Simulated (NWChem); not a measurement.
**Basis-set dependence for InO**

```
O
In 1 1.9441
```
Charge 0, spin multiplicity 2.

Everything below was run with NWChem. The geometry was optimised at UPBE/def2-SVP with def2 effective core potentials on In, a minimum by its harmonic frequencies.

Hartree-Fock energies in Ha, correlation energies in mHa.

Effective core potentials replace the inner electrons of In; spin-orbit coupling is left out. The correlated methods keep 5 core orbitals frozen. The structure started from a generated list of species. The unpaired electrons of the parent sit in orbitals of symmetry a1 (C2v labels of the run); other states weren't searched. No SCF solution was tested for a lower state. Open-shell Hartree-Fock references start from PBE0 orbitals.

```
basis      functions         UHF    UMP2  SCS-UMP2
---------  ---------  ----------  ------  --------
def2-SVP          40  -263.96300  -214.5    -209.0
def2-TZVP         81  -264.07060  -465.4    -433.6
def2-QZVP        139  -264.07556  -672.6    -615.4
```

From def2-TZVP to def2-QZVP the Hartree-Fock energy moves by -5.0 mHa and the UMP2 correlation energy by -207.2 mHa, which is 31 % of its value in the larger set.
